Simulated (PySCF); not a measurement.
AlHFCl, SMILES [F][AlH][Cl]. Atoms are numbered in the order given.

```xyz
4

Al    -0.5080    -0.5577     0.0000
H     -2.0382    -0.9145     0.0000
F      0.6198    -1.7743     0.0000
Cl     0.1803     1.4196     0.0000
```

Geometry optimised at PBE-D3(BJ)/def2-TZVP.

The numbers are results of PBE0/pcJ-1 run with PySCF, not measurements.

Isotropic couplings with Fermi-contact, spin-dipole and both spin-orbit terms, one fixed conformer, no vibrational averaging. Isotopes: 19F, 1H.

Computed spin–spin coupling constants:
| pair | bonds apart | J (Hz) |
|---|---|---|
| H2–F3 | 2 | 80.4 |
